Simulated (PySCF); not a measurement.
SMILES n1ccc(cc1)[SiH2]c1ccccc1 (C11H11NSi), GFN2-xTB optimised geometry.

```
24

C     -0.89    -3.78     0.00
C     -1.57    -2.58     0.00
C     -0.87    -1.38     0.00
C      0.52    -1.36     0.00
Si     1.49     0.25    -0.01
C      0.36     1.63     0.62
C     -0.32     1.50     1.83
C     -1.15     2.53     2.26
N     -1.32     3.65     1.58
C     -0.67     3.79     0.44
C      0.17     2.82    -0.08
C      1.19    -2.58     0.00
C      0.50    -3.78     0.00
H     -1.43    -4.72     0.00
H     -2.65    -2.57     0.00
H     -1.42    -0.45     0.00
H      1.93     0.59    -1.37
H      2.65     0.14     0.88
H     -0.22     0.61     2.42
H     -1.69     2.46     3.19
H     -0.84     4.72    -0.09
H      0.67     2.98    -1.02
H      2.27    -2.59     0.00
H      1.04    -4.72     0.00
```

Density from CAM-B3LYP/def2-SVP (PySCF) at that geometry.

Minimum of the electron density along straight lines between bonded atoms, close to the bond critical point (lines longer than 1.1 times the sum of covalent radii, or with two minima, are not listed):

```
bond     length / Å  ρ at the minimum / e bohr⁻³  ∇²ρ there / e bohr⁻⁵  position (fraction from the first atom)
-------  ----------  ---------------------------  --------------------  ---------------------------------------
C1–C2         1.384                        0.315                 -0.82                                     0.50
C2–C3         1.383                        0.316                 -0.83                                     0.50
C3–C4         1.393                        0.308                 -0.78                                     0.50
C4–Si5        1.888                        0.114                  0.34                                     0.62
Si5–C6        1.891                        0.113                  0.34                                     0.38
C6–C7         1.393                        0.308                 -0.78                                     0.50
C7–C8         1.385                        0.317                 -0.83                                     0.50
C8–N9         1.323                        0.353                 -1.03                                     0.35
N9–C10        1.322                        0.353                 -1.03                                     0.65
C6–C11        1.391                        0.309                 -0.78                                     0.50
C10–C11       1.386                        0.317                 -0.84                                     0.50
C4–C12        1.392                        0.309                 -0.78                                     0.50
C1–C13        1.385                        0.315                 -0.82                                     0.50
C12–C13       1.383                        0.316                 -0.83                                     0.50
C1–H14        1.080                        0.284                 -1.09                                     0.63
C2–H15        1.081                        0.284                 -1.09                                     0.63
C3–H16        1.082                        0.285                 -1.10                                     0.64
Si5–H17       1.469                        0.117                  0.32                                     0.49
Si5–H18       1.469                        0.117                  0.32                                     0.49
C7–H19        1.081                        0.284                 -1.10                                     0.64
C8–H20        1.083                        0.287                 -1.13                                     0.64
C10–H21       1.083                        0.287                 -1.13                                     0.64
C11–H22       1.080                        0.284                 -1.10                                     0.64
C12–H23       1.081                        0.284                 -1.09                                     0.63
C13–H24       1.081                        0.284                 -1.09                                     0.63
```
